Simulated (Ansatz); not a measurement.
Molecule: sum formula NHTeI (charge 0, doublet). It need not be the lowest isomer of its formula. 
Geometry from a B3LYP-D3(BJ)/def2-TZVP (Ansatz, a program for electronic structure) optimisation:
```xyz
4

Te    -0.0361    -0.9842     0.7850
I      0.1966     1.3020    -0.7154
N     -1.0327    -2.2732    -0.2479
H     -1.3105    -1.9154    -1.1648
```
Charge 0, spin multiplicity 2.

Basis-set convergence of Hartree-Fock and CCSD(T) correlation energies (hartree) with Ansatz. Valence correlation only, unless marked. Open shells are spin-unrestricted. Spin-orbit coupling is left out. Frozen are the shells of the preceding noble gas and the d and f shells that filled before the atom's block. In def2 rows, elements after Kr have scalar-relativistic effective core potentials.

| basis | functions | E(HF) | E(corr, CCSD(T)) |
|---|---|---|---|
| def2-SVPD | 98 | -618.60307 | -0.40884 |
| def2-TZVPPD | 172 | (withheld) | (withheld) |

### Question
Some entries are withheld; supply them.

### Answer

- def2-TZVPPD, E(HF): -618.69600
- def2-TZVPPD, E(corr, CCSD(T)): -0.51357
